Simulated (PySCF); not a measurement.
Isomers of C6H8N2, mass 108.069 u with the commonest isotopes. Computed with PySCF 2.14.0, PBE0-D3(BJ)/def2-SVP geometry optimisation, gas phase. One conformer each, none proved a minimum here; rigid rotors.

Question: Order these by dipole moment, smallest first.
A. `[CH3:1][NH:2][c:3]1[cH:4][cH:5][n:6][cH:7][cH:8]1` with C1–N2–C3–C4 -174°
B. `[CH3:1][NH:2][c:3]1[cH:4][cH:5][cH:6][cH:7][n:8]1` with C1–N2–C3–C4 6°
C. `[N:1]#[C:2][CH2:3][CH2:4][CH2:5][CH2:6][C:7]#[N:8]` with C2–C3–C4–C5 -61°, C3–C4–C5–C6 180°, C4–C5–C6–C7 61°
D. `[NH2:1][CH2:2][c:3]1[cH:4][cH:5][n:6][cH:7][cH:8]1` with H–N1–C2–C3 -58° and 58°, N1–C2–C3–C4 -88°
E. `[NH2:1][NH:2][c:3]1[cH:4][cH:5][cH:6][cH:7][cH:8]1` with H–N1–N2–C3 73° and -48°, N1–N2–C3–C4 -12°

Answer: C (0.00 D), E (0.79 D), D (1.27 D), B (1.98 D), A (4.54 D).

Question: Order these by out-of-plane moment Σ m c² = (Ia + Ib − Ic)/2, smallest first.
A. `[N:1]#[C:2][CH2:3][CH2:4][CH2:5][CH2:6][C:7]#[N:8]` with C2–C3–C4–C5 -61°, C3–C4–C5–C6 180°, C4–C5–C6–C7 61° (adiponitrile)
B. `[CH3:1][NH:2][c:3]1[cH:4][cH:5][n:6][cH:7][cH:8]1` with C1–N2–C3–C4 -174°
C. `Nc1ccc(N)cc1` (p-phenylenediamine)
D. `[N:1]#[C:2][CH2:3][C@H:4]1[CH:5]=[N:6][CH2:7][CH2:8]1` with C2–C3–C4–C5 180°
E. `[NH2:1][CH2:2][c:3]1[cH:4][cH:5][n:6][cH:7][cH:8]1` with H–N1–C2–C3 -58° and 58°, N1–C2–C3–C4 -88° (4-(aminomethyl)pyridine)
F. `[NH2:1][CH2:2][c:3]1[cH:4][cH:5][cH:6][n:7][cH:8]1` with H–N1–C2–C3 58° and -58°, N1–C2–C3–C4 87°

Answer: C (0.48 u·Å²), B (1.71 u·Å²), A (11.80 u·Å²), D (16.05 u·Å²), F (18.69 u·Å²), E (18.99 u·Å²).

Question: Order these by rotational constant B, largest first.
A. `[CH3:1][NH:2][c:3]1[cH:4][cH:5][cH:6][cH:7][n:8]1` with C1–N2–C3–C4 6°
B. `[N:1]#[C:2][CH2:3][C@H:4]1[CH:5]=[N:6][CH2:7][CH2:8]1` with C2–C3–C4–C5 180°
C. `[NH2:1][CH2:2][c:3]1[cH:4][cH:5][n:6][cH:7][cH:8]1` with H–N1–C2–C3 -58° and 58°, N1–C2–C3–C4 -88° (4-(aminomethyl)pyridine)
D. `[N:1]#[C:2][CH2:3][CH2:4][CH2:5][CH2:6][C:7]#[N:8]` with C2–C3–C4–C5 -61°, C3–C4–C5–C6 180°, C4–C5–C6–C7 61°
E. `[CH3:1][NH:2][c:3]1[cH:4][cH:5][n:6][cH:7][cH:8]1` with C1–N2–C3–C4 -174°

Answer: A (1577 MHz), E (1519 MHz), C (1469 MHz), B (1230 MHz), D (846.9 MHz).

```json
{"SMILES": "N#CCCCCC#N", "point group": "Ci", "Ia (u·Å²)": "81.06", "Ib (u·Å²)": "596.78", "Ic (u·Å²)": "654.23", "κ": "-0.97", "μa (D)": "0.00", "μb (D)": "0.00", "μc (D)": "0.00"}
{"SMILES": "CNc1ccncc1", "point group": "near Cs", "Ia (u·Å²)": "95.98", "Ib (u·Å²)": "332.66", "Ic (u·Å²)": "425.22", "κ": "-0.84", "μa (D)": "4.42", "μb (D)": "1.00", "μc (D)": "0.22"}
{"SMILES": "NCc1ccncc1", "point group": "Cs", "Ia (u·Å²)": "104.89", "Ib (u·Å²)": "344.10", "Ic (u·Å²)": "411.01", "κ": "-0.87", "μa (D)": "1.27", "μb (D)": "0.00", "μc (D)": "0.11"}
{"SMILES": "CNc1ccccn1", "point group": "near Cs", "Ia (u·Å²)": "98.30", "Ib (u·Å²)": "320.37", "Ic (u·Å²)": "415.30", "κ": "-0.82", "μa (D)": "1.55", "μb (D)": "1.22", "μc (D)": "0.18"}
{"SMILES": "NNc1ccccc1", "point group": "near Cs", "Ia (u·Å²)": "100.34", "Ib (u·Å²)": "330.65", "Ic (u·Å²)": "427.65", "κ": "-0.82", "μa (D)": "0.69", "μb (D)": "0.26", "μc (D)": "0.27"}
{"SMILES": "Nc1ccc(N)cc1", "point group": "C2v", "Ia (u·Å²)": "90.72", "Ib (u·Å²)": "343.55", "Ic (u·Å²)": "433.32", "κ": "-0.86", "μa (D)": "0.00", "μb (D)": "0.00", "μc (D)": "2.07"}
{"SMILES": "N#CC[C@H]1C=NCC1", "point group": "C1", "Ia (u·Å²)": "91.40", "Ib (u·Å²)": "410.87", "Ic (u·Å²)": "470.18", "κ": "-0.93", "μa (D)": "1.67", "μb (D)": "0.97", "μc (D)": "0.02"}
{"SMILES": "NCc1cccnc1", "point group": "C1", "Ia (u·Å²)": "106.90", "Ib (u·Å²)": "339.35", "Ic (u·Å²)": "408.88", "κ": "-0.85", "μa (D)": "0.11", "μb (D)": "1.89", "μc (D)": "0.33"}
```
